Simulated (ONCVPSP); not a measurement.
# aluminium (Al): excitation energies, all-electron against ONCV

| Property | Result |
| --- | --- |
| Element | aluminium (Al) |
| Generator | ONCVPSP 4.0.1 |
| Type | optimised norm-conserving Vanderbilt (ONCV) |
| Functional | PBE |
| Relativity | scalar-relativistic |
| Frozen core | [Ne] |
| Valence charge | 3 |
| Reference configuration | 3s2 3p0.5 (charge +0.5) |
| Partial waves | 3s: rc 1.95 bohr, ncon 4, nbas 9, qcut 3.8 1/bohr, 1 projector; 3p: rc 1.80 bohr, ncon 4, nbas 8, qcut 5.4 1/bohr, 3 projectors, debl 3 Ha; d scattering state at 0.24 Ha: rc 2.15 bohr, ncon 4, nbas 9, qcut 5 1/bohr, 2 projectors, debl 0.4 Ha |
| Local potential | polynomial inside 1.45 bohr (lpopt 5, dvloc0 0 Ha) |
| Core correction | Teter function, fcfact 1.75, rcfact 1.25 |

Energies are relative to the spin-unpolarised reference configuration 3s2 3p0.5; without spin polarisation the order of configurations can differ from experiment.

Task: Give the all-electron excitation energy and the error of the potential for: 3s2 3p1; 3s2 3p0; 3s1 3p0; 3s1 3p2.

Result:

| valence configuration | charge | ΔE all-electron (eV) | error AE − PS (meV) |
| --- | --- | --- | --- |
| 3s2 3p1 | 0 | -2.086 | 0.0 |
| 3s2 3p0 | +1 | 3.676 | -0.4 |
| 3s1 3p0 | +2 | 22.901 | +19 |
| 3s1 3p2 | 0 | 3.054 | +3.1 |

Levels in the configuration 3s1 3p0:

| level | all-electron (eV) | pseudo (eV) |
| --- | --- | --- |
| 3s | -23.748 | -23.675 |

Note: no bound ghost flagged; GHOST(+) flagged for p at 12.0 eV.
